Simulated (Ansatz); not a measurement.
Reaction (redistribution): `S[SiH](S)Cl` + `CNC(N)[SiH3]` → `CN[SiH](S)Cl` + `NC([SiH3])S`

Program: Ansatz. Geometries: PBE0-D4/def2-TZVP. ΔE: electronic, gas phase. CCSD(T)/CBS is the MP2 limit (def2-TZVPP, def2-QZVPP) plus CCSD(T) − MP2 in def2-TZVPP, frozen cores. Functionals use def2-TZVPP. B3LYP here is the variant with VWN-RPA as its local correlation; programs differ in this. One conformer a species, not always the lowest.

```tsv
level	ΔE (kcal/mol)	difference from CCSD(T)/CBS
PBE-D4	-3.3	2.7
B3LYP-D4	-5.7	0.3
ωB97X-V	-5.4	0.6
r2SCAN	-4.5	1.5
MP2/def2-TZVPP	-6.3	-0.3
CCSD/def2-TZVPP	-5.9	0.1
CCSD(T)/def2-TZVPP	-5.6	0.4
SCS-MP2/def2-QZVPP	-7.0	-1.0
HF/CBS(def2)	-7.5	-1.5
MP2/CBS(def2)	-6.7	-0.7
CCSD(T)/CBS	-6.0	0
```

Largest T1 diagnostic among the species: 0.011.

In def2-TZVPP, CCSD(T) changes the Hartree–Fock value by +1.6 kcal/mol (the triples alone add +0.3 kcal/mol) and MP2 by +0.8 kcal/mol. From PBE to PBE0 (25 % exact exchange), in def2-TZVPP and without D4, ΔE moves by −0.9 kcal/mol.
